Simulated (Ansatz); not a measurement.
`[CH3][InH][CH2]F` + `N=C(F)F` → `CN=C(F)F` + `F[CH2][InH2]`  (substitution at a C–In bond)

Isolated molecules relaxed with PBE0-D4/def2-TZVP in Ansatz; ΔE leaves out vibrations. CBS: MP2 limit from def2 TZ/QZ plus the TZ coupled-cluster correction, frozen cores. def2 core potentials past Kr. For In outer-core shells are correlated without core-valence functions, which leaves a few kJ/mol of doubt a bond. Each species was taken in one conformer, which may not be the lowest.

```tsv
species	CCSD(T)/CBS(def2) energy (Eh)
`[CH3][InH][CH2]F`	-369.27803
`N=C(F)F`	-292.91376
`CN=C(F)F`	-332.16434
`F[CH2][InH2]`	-330.00580
```

(1) Work out ΔE.

Largest T1 diagnostic among the species: 0.013.

Answers

(1) ΔE = (-332.16434) + (-330.00580) − (-369.27803) − (-292.91376) = 0.02165 Eh = +56.8 kJ/mol.

In def2-TZVPP, CCSD(T) changes the Hartree–Fock value by +14.9 kJ/mol (the triples alone add +1.5 kJ/mol) and MP2 by +21.5 kJ/mol.
